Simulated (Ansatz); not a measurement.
def2 core potentials replace the inner electrons of Te.

A geometry relaxed with B3LYP-D3(BJ)/def2-SVP run with Ansatz (a quantum-chemistry and plane-wave program), charge 0, multiplicity 1:

```xyz
16

C      0.9027    -1.3722     0.3556
Te     2.8555    -1.1292     1.3055
H      3.1074     1.2563     0.7043
H     -2.9108     1.0021    -1.1227
C      0.1196    -0.0682     0.2911
H     -1.3759     1.9001    -1.0536
H      0.3878    -2.1430     0.9529
H      0.7518     0.6970    -0.1913
H     -1.8246    -0.9739    -0.0056
H     -0.0836     0.2935     1.3145
C     -1.1979    -0.1981    -0.4812
H      1.0873    -1.7840    -0.6471
H     -2.2313     1.4866     0.4487
C     -1.9726     1.1168    -0.5574
H     -0.9846    -0.5641    -1.5013
O      3.3691     0.4802     0.1875
```

**Question.** Write the SMILES of this molecule.

**Answer.** `CCCC[Te]O`
